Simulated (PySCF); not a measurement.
Input of a run (PBE0-D3(BJ)/def2-SVP geometry optimisation, gas phase (PySCF 2.14.0)), started from GFN2-xTB:
```
{"job": {"xc": "PBE0", "basis": "def2-SVP", "d3": "d3bj", "grid": 1, "maxiter": 30, "shake": 0.01, "kind": "geom"}, "charge": 0, "multiplicity": 1}
Si    -0.184700    -0.017890    -0.008660
Br     1.995880    -0.083940     0.082580
H     -0.698150    -0.612790     1.206200
H     -0.502320     1.422670    -0.101250
H     -0.577150    -0.742020    -1.216760
```

Output (energies in Eh, forces in Eh/bohr):
```
step   0  E = -2864.65498072  max force = 0.017567
step   1  E = -2864.65740409  max force = 0.001935
step   2  E = -2864.65744966  max force = 0.000400
step   3  E = -2864.65745099  max force = 0.000120
optimisation converged
```

Task: Summarise the run.

Result: The energy falls by 0.067 eV over 4 energy and gradient evaluations, the largest force component goes from 0.0176 to 1.2e-04 Eh/bohr, and the atoms move by 0.049 Å rms after alignment. Among the bonds, Si1–Br2 and Si1–H3 change most and about equally (+0.042 Å). Bonds longer at the end by more than 0.005 Å: 4 of 4; shorter: 0. Among the angles that change most is Br2–Si1–H4, from 104.3° to 108.7°. The energy never rose by more than 1e-6 Eh on the way. The first step brought 98 % of the lowering.

Task: What are the final bond lengths?

Result: Si1–Br2 2.225 Å, Si1–H3 1.489 Å, Si1–H4 1.489 Å, Si1–H5 1.489 Å. Numbering counts from 1 in the input's order; the species is `[SiH3]Br`.

The run used 65 basis functions and 22 SCF cycles in all. On an Arm Neoverse V1 with one thread, no GPU, shared host, this took 4.9 s and 0.29 GiB of memory at its peak.

Stationary, but not proved a minimum.
